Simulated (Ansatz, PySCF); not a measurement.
Breaking the Ga1–H2 bond in ClFGaH (SMILES [F][GaH][Cl]) (multiplicity 1 held, fragments rigid). Energies count from the point at 1.542 Å.
Geometry at that point (charge 0, multiplicity 1):
```xyz
4

Ga    -0.420     0.095    -0.345
H     -1.610    -0.419    -1.180
F     -0.005     1.800    -0.332
Cl     0.864    -1.101     0.875
```

Restricted levels (R-, RO-) in cc, def2 and unpolarised 6-31G sets keep to the state of the molecule at rest. Unrestricted levels (U-) break spin symmetry where that is lower. Active spaces are followed from a long bond inwards. Levels need not reach the same state.

Correlated levels freeze the cores. Filled d and f shells under p-block atoms count as core. Rows in 3-21G carry no dispersion term and start afresh at each structure; the Pople sets are all-electron and without relativity.

Run with Ansatz (a quantum-chemistry and plane-wave program); PySCF for 3-21G rows. Values without a source in brackets are computed.

Energies in kJ/mol.

```
R (Å)  R-HF/3-21G  U-PBE/def2-TZVPP  U-SCS-MP2/def2-TZVPP  R-CCSD(T)/def2-TZVPP  CASSCF(2,2)/def2-TZVPP  FIC-MRCISD+Q on CASSCF(2,2)/def2-TZVPP
-----  ----------  ----------------  --------------------  --------------------  ----------------------  --------------------------------------
1.233         110               114                   125                   127                     131                                     126
1.388          22                23                    26                    28                      30                                      27
1.542           0                 0                     0                     0                       0                                       0
1.696          14                13                    13                    11                       9                                      12
1.850          50                43                    47                    43                      37                                      44
2.081         122               103                   114                   104                      94                                     106
2.313         202               164                   216                   168                     151                                     169
2.698         328               254                   301                   253                     228                                     254
3.083         436               301                   329                   304                     273                                     305
3.546         539               318                   339                   326                     297                                     332
4.163         638               324                   342                   325                     306                                     343
4.933         716               325                   343                   315                     308                                     345
```

Doubts at one or more of the structures used: a restricted determinant that unrestricted orbitals would lower (R-HF/3-21G, R-CCSD(T)/def2-TZVPP); a spin-contaminated determinant (U-PBE/def2-TZVPP, U-SCS-MP2/def2-TZVPP); other coupled-cluster roots lie near (R-CCSD(T)/def2-TZVPP).
